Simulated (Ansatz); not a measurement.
Input file for Ansatz (an electronic-structure program): U-CCSD(T)/def2-TZVPP on SiB, 2S+1 = 2, a spin state set in the input, which need not be the lowest, a point of a bond scan (R = 1.919 Å).

Ansatz 0.2 input:
```yaml
crystal:
  periodic: [false, false, false]
  atoms:
    - {symbol: B, position_ang: [0.00000000, 0.00000000, 0.00000000]}
    - {symbol: Si, position_ang: [0.00000000, 0.00000000, 1.91895900]}
basis:
  gaussian:
    orbitals: def2-TZVPP
magnetization: {spin_polarized: true, initial_magnetization: 1}
correlation: {method: ccsd_t, electrons: valence}
output: {orbitals: {seedname: ./end}}
```

The log:

```
Functional definition: HF
[...]
integrals: 0.07 GiB planned
443 factors; integrals over basis functions are off by at most 1.2e-3 eV
mean field: 0.12 GiB planned
mean field evaluation 1: about -8527.2386 eV, gradient 5.1e0 eV
mean field evaluation 2: about -8527.2420 eV, gradient 5.1e0 eV
mean field evaluation 4: about -8527.5954 eV, gradient 1.5e0 eV
mean field evaluation 8: about -8527.6665 eV, gradient 2.8e-1 eV
mean field evaluation 16: about -8528.4185 eV, gradient 1.0e0 eV
mean field evaluation 32: about -8528.8473 eV, gradient 1.7e-1 eV
mean field evaluation 64: about -8527.5218 eV, gradient 2.2e0 eV
mean field evaluation 96: about -8529.5847 eV, gradient 1.3e-1 eV
mean field evaluation 128: about -8529.2629 eV, gradient 3.5e0 eV
mean field evaluation 160: about -8529.5598 eV, gradient 6.2e-1 eV
mean field evaluation 192: about -8528.4255 eV, gradient 2.6e0 eV
mean field evaluation 224: about -8528.7640 eV, gradient 2.9e-2 eV
mean field evaluation 256: about -8527.6549 eV, gradient 7.1e-4 eV
mean field evaluation 288: about -8529.4939 eV, gradient 1.5e-1 eV
mean field evaluation 320: about -8528.4093 eV, gradient 3.3e-1 eV
mean field evaluation 352: about -8528.4457 eV, gradient 2.7e-1 eV
mean field evaluation 384: about -8526.8834 eV, gradient 7.6e0 eV
mean field evaluation 416: about -8528.4559 eV, gradient 4.1e-1 eV
mean field evaluation 448: about -8528.4107 eV, gradient 2.5e-1 eV
mean field evaluation 480: about -8528.0557 eV, gradient 1.3e0 eV
mean field evaluation 512: about -8527.7432 eV, gradient 7.9e-2 eV
mean field evaluation 544: about -8527.7597 eV, gradient 3.2e-1 eV
mean field evaluation 576: about -8526.6548 eV, gradient 6.6e-3 eV
mean field evaluation 608: about -8529.5845 eV, gradient 1.5e-1 eV
mean field evaluation 640: about -8529.4627 eV, gradient 4.0e-1 eV
mean field evaluation 672: about -8528.4360 eV, gradient 2.2e-1 eV
mean field evaluation 704: about -8528.5824 eV, gradient 1.4e0 eV
mean field evaluation 736: about -8528.4713 eV, gradient 5.4e-1 eV
mean field evaluation 768: about -8528.4184 eV, gradient 3.1e-1 eV
mean field evaluation 800: about -8528.0345 eV, gradient 3.0e-1 eV
mean field evaluation 832: about -8526.3273 eV, gradient 9.4e-2 eV
mean field evaluation 864: about -8526.5892 eV, gradient 1.6e0 eV
mean field evaluation 896: about -8526.3247 eV, gradient 2.6e-1 eV
mean field evaluation 928: about -8525.5641 eV, gradient 1.3e0 eV
mean field evaluation 960: about -8526.0219 eV, gradient 5.1e0 eV
mean field evaluation 992: about -8525.2833 eV, gradient 6.2e-3 eV
mean field evaluation 1024: about -8524.6685 eV, gradient 2.4e-1 eV
mean field evaluation 1056: about -8527.3267 eV, gradient 6.0e0 eV
mean field evaluation 1088: about -8529.4885 eV, gradient 2.7e-1 eV
mean field evaluation 1120: about -8529.0788 eV, gradient 2.9e0 eV
mean field evaluation 1152: about -8526.4108 eV, gradient 4.8e-4 eV
mean field -8529.58588111 eV, -313.4564995699 hartree, gradient 1.1e-6 eV, S^2 1.815027; 27 other end points of the search recorded, 0 dependent functions left out
determinant -8529.58588111 eV, -313.4564995699 hartree, with singles and doubles -8533.94653147 eV, -313.6167505149 hartree
determinant -8529.49833673 eV, -313.4532823732 hartree, with singles and doubles -8533.91792456 eV, -313.6156992304 hartree
determinant -8528.76214808 eV, -313.4262279395 hartree, with singles and doubles -8533.38731236 eV, -313.5961995915 hartree
determinant -8528.52657754 eV, -313.4175708815 hartree, with singles and doubles -8532.99254456 eV, -313.5816921426 hartree
determinant -8528.45053637 eV, -313.4147764203 hartree, with singles and doubles -8533.11997281 eV, -313.5863750441 hartree
determinant -8528.03429480 eV, -313.3994798248 hartree, with singles and doubles -8532.86200361 eV, -313.5768948510 hartree
determinant -8527.65494869 eV, -313.3855391123 hartree, with singles and doubles -8533.39563930 eV, -313.5965056008 hartree
determinant -8526.65481920 eV, -313.3487850313 hartree, with singles and doubles -8530.82164110 eV, -313.5019129119 hartree
determinant -8526.41078199 eV, -313.3398168292 hartree, with singles and doubles -8530.87331174 eV, -313.5038117730 hartree
determinant -8526.32782661 eV, -313.3367682752 hartree, with singles and doubles -8530.98798988 eV, -313.5080261167 hartree
determinant -8526.32298527 eV, -313.3365903594 hartree, with singles and doubles -8531.17340200 eV, -313.5148398863 hartree
determinant -8529.58588111 eV, -313.4564995699 hartree, with singles and doubles -8533.89498356 eV, -313.6148561639 hartree
determinant -8529.49833673 eV, -313.4532823732 hartree, with singles and doubles -8533.87090886 eV, -313.6139714351 hartree
6 core orbitals not correlated
reference -8529.58588111 eV, -313.4564995699 hartree; 4, 3 occupied and 63, 64 virtual orbitals, 443 factors
second order -3.39750015 eV of doubles, -0.00000000 eV of singles
coupled cluster: 0.18 GiB planned
cycle   1  -4.30910156 eV  change    8.9e-7 eV  update   4.0e-6
coupled cluster: 0.18 GiB planned
perturbative correction -0.29468993 eV, -0.0108296551 hartree
WARN: the results are in doubt because among natural orbitals full CI differs from the method by +0.544 eV
Total energy: -8534.18967260 eV, -313.6256857864 hartree
In doubt: among natural orbitals full CI differs from the method by +0.544 eV
```

The calculation finished and met its thresholds. Its determinant has ⟨S²⟩ = 1.82, a mixture of spin states.

Warnings raised: large difference.

Cost: around 30 core-seconds (rough).
